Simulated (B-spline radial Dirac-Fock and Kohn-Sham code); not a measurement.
**Characteristic X-ray lines: Pr²³⁺**

System: Pr²³⁺ in the configuration [Ar] 3d10 4s2 4p6.

The run's input, task.json:

```json
{"items": [{
  "Z": 59,
  "q": 23,
  "cfg": [[1, 0, 2], [2, 0, 2], [2, 1, 6], [3, 0, 2], [3, 1, 6], [3, 2, 10], [4, 0, 2], [4, 1, 6]],
  "A": 141,
  "rrms": 4.8919,
  "do": ["binding"]
}]}
```

Run with: `python xray_run.py task.json out`

Calculated with a radial B-spline solver, using relaxed Dirac-Fock hole states (ΔSCF) with Breit and QED corrections and a finite nucleus. A line energy is the difference of two single-hole energies; the list is a selection of electric-dipole transitions between resolved j subshells. The model has no electron correlation.

```
 line  energy (keV)  wavelength (Å)
 Kβ2'        41.897         0.29592
Kβ2''        41.871         0.29611
  Kβ1        40.780         0.30403
  Kβ3        40.682         0.30477
  Kα1        36.026         0.34415
  Kα2        35.549         0.34877
  Lγ3        6.7466          1.8377
  Lγ2        6.7202          1.8450
  Lγ5        6.2490          1.9841
  Lβ6        5.7720          2.1480
  Lβ3        5.6297          2.2023
  Lβ4        5.5312          2.2416
```
